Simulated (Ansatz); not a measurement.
Consider the substitution at a C–N bond: `C[N]=[V]([F])([F])[F]` + `[OH][Zr]([OH])([OH])[SH]` → `C[O][Zr]([OH])([OH])[SH]` + `[NH]=[V]([F])([F])[F]`.

Gas-phase electronic energies from Ansatz, PBE0-D4/def2-TZVP geometries. CCSD(T)/CBS is the MP2 limit (def2-TZVPP, def2-QZVPP) plus CCSD(T) − MP2 in def2-TZVPP, frozen cores. Functionals use def2-TZVPP. HSE06 is defined as in plane-wave codes. Elements past krypton have def2 core potentials. For V, Zr outer-core shells are correlated without core-valence functions, which leaves a few kJ/mol of doubt a bond. Scalar relativity is left out up to krypton. One conformer a species, not always the lowest.

Problem. Is it downhill or uphill in electronic energy at CCSD(T)/CBS, and by how much? (Best estimate.)

Solution. Computed: Uphill: ΔE = +14.1 kcal/mol.

Problem. What do these levels give: LDA (SPW92), HSE06-D4, revPBE, r2SCAN, MP2/def2-TZVPP, CCSD/def2-TZVPP? (Best estimate.)

Solution. The calculation gave: LDA (SPW92) 14.3, HSE06-D4 14.0, revPBE 13.5, r2SCAN 13.8, MP2/def2-TZVPP 18.5, CCSD/def2-TZVPP 13.6 kcal/mol.

Problem. What do rigid-rotor, harmonic-oscillator terms from PBE0-D4/def2-TZVP frequencies (298.15 K, 1 bar) make of the CCSD(T)/CBS value? (Estimate.)

Solution. The calculation gave: ΔZPE = +0.3 kcal/mol, ΔH = +14.2 kcal/mol, ΔS = 2 J/(mol·K), ΔG = +14.1 kcal/mol. Modes under 50 cm⁻¹ make the entropy rough.

Largest T1 diagnostic among the species: 0.029, so the coupled-cluster value is less sure than usual.

In def2-TZVPP, CCSD(T) changes the Hartree–Fock value by +0.8 kcal/mol (the triples alone add −0.5 kcal/mol) and MP2 by +6.2 kcal/mol. Leaving LDA and LC-ωPBE aside and taking each functional with its dispersion term where it has one, the values, not all of them listed here, spread over 3.0 kcal/mol, from ωB97X-V to PBE-QIDH.
